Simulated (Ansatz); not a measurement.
Reaction (substitution at a C–B bond): `COB(C)S` + `O[SiH2]S[SiH2]Cl` → `CO[SiH2]S[SiH2]Cl` + `COBS`

Isolated molecules relaxed with PBE0-D4/def2-TZVP in Ansatz; ΔE leaves out vibrations. CCSD(T)/CBS is the MP2 limit (def2-TZVPP, def2-QZVPP) plus CCSD(T) − MP2 in def2-TZVPP, frozen cores. DFT in def2-TZVPP. B3LYP here is the variant with VWN-RPA as its local correlation; programs differ in this. Each species was taken in one conformer, which may not be the lowest.

```csv
species,B3LYP-D4 energy (Eh)
`COB(C)S`,-578.90034
`O[SiH2]S[SiH2]Cl`,-1515.93874
`CO[SiH2]S[SiH2]Cl`,-1555.25269
`COBS`,-539.54824
```

Problem. Work out ΔE.

Solution. ΔE = (-1555.25269) + (-539.54824) − (-578.90034) − (-1515.93874) = 0.03815 Eh = +100.2 kJ/mol. CCSD(T)/CBS gives +110.4 kJ/mol.

Largest T1 diagnostic among the species: 0.013.

In def2-TZVPP, CCSD(T) changes the Hartree–Fock value by +13.4 kJ/mol (the triples alone add +1.1 kJ/mol) and MP2 by +20.1 kJ/mol.
